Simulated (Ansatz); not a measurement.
Reaction (homolysis of the S–Si bond): `O[SiH2][SiH](O)S` → `[SH]`• + `O[SiH][SiH2]O`•

Program: Ansatz. Geometries: PBE0-D4/def2-TZVP. ΔE: electronic, gas phase. CBS: MP2 limit from def2 TZ/QZ plus the TZ coupled-cluster correction, frozen cores. This one scheme is used for every species. Open shells (•) are unrestricted, without spin–orbit coupling. One conformer a species, not always the lowest.

| species | CCSD(T)/CBS(def2) energy (Eh) |
| --- | --- |
| `O[SiH2][SiH](O)S` | -1130.01211 |
| `[SH]`• | -398.31908 |
| `O[SiH][SiH2]O`• | -731.54214 |

Q: Work out ΔE.

A: ΔE = (-398.31908) + (-731.54214) − (-1130.01211) = 0.15089 Eh = +4.11 eV.

Largest T1 diagnostic among the species: 0.015.

In def2-TZVPP, CCSD(T) changes the Hartree–Fock value by +1.05 eV (the triples alone add +0.11 eV) and MP2 by +1.26 eV; breaking electron pairs costs correlation energy, which Hartree–Fock lacks. The D4 term adds +0.16 eV with B3LYP and +0.09 eV with PBE0; it sums over pairs of atoms, weighted by their polarisabilities, and B3LYP, whose exchange is more repulsive, gets the larger term.

B3LYP here is the variant with VWN-RPA as its local correlation; programs differ in this.
